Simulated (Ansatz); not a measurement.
`NC[O][GaH2]` and `BOCN` differ in one element.

Ansatz, PBE0-D4/def2-TZVP geometries, multiplicity 1. Each molecule was computed in one conformer, which needn't be the lowest.

Scalar relativity is left out up to krypton.

| property | `NC[O][GaH2]` |
| --- | --- |
| LUMO energy (PBE0/def2-TZVPP) / eV | -1.27 |
| LUMO energy (ωB97M-V/def2-TZVPP) / eV | 0.40 |
| size of the dipole moment (B3LYP/def2-TZVPP) / D | 1.09 |
| HOMO energy (ωB97M-V/def2-TZVPP) / eV | -9.64 |
| HOMO–LUMO gap (ωB97M-V/def2-TZVPP) / eV | 10.04 |
| LUMO energy (PBE/def2-TZVPP) / eV | -2.04 |

(1) Give the same properties after the change, and the shifts. (Best estimate.)

## Answers

(1) Ansatz gave: 
```csv
property,`BOCN`,shift
LUMO energy (PBE0/def2-TZVPP) / eV,-0.35,0.92
LUMO energy (ωB97M-V/def2-TZVPP) / eV,1.46,1.06
size of the dipole moment (B3LYP/def2-TZVPP) / D,0.92,-0.17
HOMO energy (ωB97M-V/def2-TZVPP) / eV,-10.16,-0.52
HOMO–LUMO gap (ωB97M-V/def2-TZVPP) / eV,11.62,1.58
LUMO energy (PBE/def2-TZVPP) / eV,-1.33,0.71
```

With PBE0 the HOMO falls by 0.51 eV and the LUMO rises by 0.92 eV, so the gap widens by about 1.43 eV. PBE moves the HOMO by -0.48 eV and ωB97M-V by -0.52 eV. Dipoles are sizes alone; their direction can turn.

Positive LUMOs are unbound, so they and the gaps depend on the basis.

B3LYP here is the variant with VWN-RPA as its local correlation; programs differ in this.
